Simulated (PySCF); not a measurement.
Species: C5H3F3O.
Atom-mapped SMILES: `[CH:1]#[C:2][CH2:3][C:4](=[O:5])[C:6]([F:7])([F:8])[F:9]` (hydrogens: H10 on C1; H11, H12 on C3)

Structure used (GFN2-xTB), in Å, numbered top down from 1:
```xyz
12
C5H3F3O angstrom
C     -2.1073    0.8889   -0.7183
C     -1.3058    0.0058   -0.6329
C     -0.3304   -1.0604   -0.4998
C      0.6317   -0.7816    0.6213
O      0.9401   -1.5375    1.4924
C      1.2472    0.6531    0.5763
F      1.4436    1.0767   -0.6811
F      2.4281    0.6966    1.1939
F      0.4480    1.5454    1.1751
H     -2.8141    1.6584   -0.8083
H      0.2457   -1.1295   -1.4304
H     -0.8256   -2.0166   -0.3142
```

The closed-shell SCF was solved with PySCF and density fitting under several settings on one GFN2-xTB geometry (grid level 2 and gas phase unless stated).

```json
{"settings": "WP04/3-21G, damping 0.1 at the start, DIIS from the seventh cycle", "basis functions": "87", "SCF cycles": "22", "E (Eh)": "-574.8713", "HOMO (eV)": "-9.14", "LUMO (eV)": "-4.17", "dipole (D)": "2.52"}
{"settings": "PBE0/pcSseg-1, grid level 1", "basis functions": "168", "SCF cycles": "11", "E (Eh)": "-566.3696", "HOMO (eV)": "-8.18", "LUMO (eV)": "-1.94", "dipole (D)": "2.49"}
{"settings": "B97-2/aug-cc-pVDZ, start guess huckel", "basis functions": "234", "SCF cycles": "18", "E (Eh)": "-566.8966", "HOMO (eV)": "-7.88", "LUMO (eV)": "-2.07", "dipole (D)": "2.57"}
```

Estimate the row for these settings: OPBE/cc-pVDZ.

| settings | basis functions | SCF cycles | E (Eh) | HOMO (eV) | LUMO (eV) | dipole (D) |
| --- | --- | --- | --- | --- | --- | --- |
| OPBE/cc-pVDZ | 141 | 17 | -566.7640 | -6.35 | -2.69 | 2.08 |

Over all rows, what range does the HOMO–LUMO gap span?

From 3.66 eV (OPBE/cc-pVDZ) to 6.24 eV (PBE0/pcSseg-1, grid level 1). The functional of the narrowest has no exact exchange, that of the widest 25 % exact exchange.

And the dipole moment?

From 2.08 D (OPBE/cc-pVDZ) to 2.57 D (B97-2/aug-cc-pVDZ, start guess huckel); the largest is 1.24 times the smallest, and the median is 2.50 D.

Whole jobs, the steps after the SCF included, on one thread, AMD EPYC 9R14 (x86_64) (shared host):

```csv
settings,work after the SCF,wall time,peak memory
"WP04/3-21G, damping 0.1 at the start, DIIS from the seventh cycle","spin–spin couplings from 6 perturbed nuclei, spin–dipole term for 3 of them",9.3 s,0.53 GiB
"PBE0/pcSseg-1, grid level 1",shieldings,9.5 s,0.75 GiB
"B97-2/aug-cc-pVDZ, start guess huckel","shieldings, charges and field gradients, density and orbital grids written",42 s,0.88 GiB
OPBE/cc-pVDZ,"spin–spin couplings from 6 perturbed nuclei, spin–dipole term for 3 of them",21 s,0.48 GiB
```

Cycle counts include a coarse-grid stage where the run had one. WP04 was designed for NMR shieldings or shifts; total energies of different functionals aren't comparable.

One conformer stands for the species.
